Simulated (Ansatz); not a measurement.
`BBBr` + H–F → `FBBr` + BH₃ at 500 K and 1 bar (cleavage of the B–B bond).

Isolated molecules relaxed with PBE0-D4/def2-TZVP in Ansatz; ΔE leaves out vibrations. CCSD(T)/CBS adds triple-zeta CCSD(T) − MP2 to the extrapolated MP2 energy (def2 sets, frozen cores). This one scheme is used for every species. For Br outer-core shells are correlated without core-valence functions, which leaves a few kJ/mol of doubt a bond. Scalar relativity is left out up to krypton.

```
species  CCSD(T)/CBS energy (Eh)  H − E (kJ/mol)  S (J/(mol·K))
 `BBBr`              -2624.69394           115.3          332.3
    H–F               -100.39570            39.4          188.7
 `FBBr`              -2698.59010            64.0          301.5
    BH₃                -26.55200            86.8          208.8
```

H − E and S are ideal-gas, rigid-rotor, harmonic terms from PBE0-D4/def2-TZVP. 1 Eh = 2625.50 kJ/mol, R = 8.31446 J/(mol·K).

Task: By hand: ΔE, ΔH, ΔS and ΔG.

Result: ΔE = (-2698.59010) + (-26.55200) − (-2624.69394) − (-100.39570) = -0.05246 Eh = -137.7 kJ/mol. Δ(H − E) = 64.0 + 86.8 − 115.3 − 39.4 = -3.9, so ΔH = -141.6 kJ/mol. ΔS = 301.5 + 208.8 − 332.3 − 188.7 = -10.7 J/(mol·K). ΔG = -141.6 − 500 × (-10.7)/1000 = -136.2 kJ/mol.

Task: By hand: the equilibrium constant, and the temperature at which ΔG would vanish if ΔH and ΔS stayed fixed.

Result: log₁₀ K = −ΔG/(RT ln 10) = 14.2. ΔG = 0 at ΔH/ΔS = 13234 K, far beyond where these terms or the molecules hold.

The number of gas molecules stays the same, so ΔS is small and ΔH decides. A doubt of 5 kJ/mol in ΔE shifts log₁₀ K by 0.5 here. These are equilibria of isolated gas molecules and say nothing of rates. Largest T1 diagnostic: 0.011 (customary marks: 0.02 for closed shells, 0.045 for open ones).
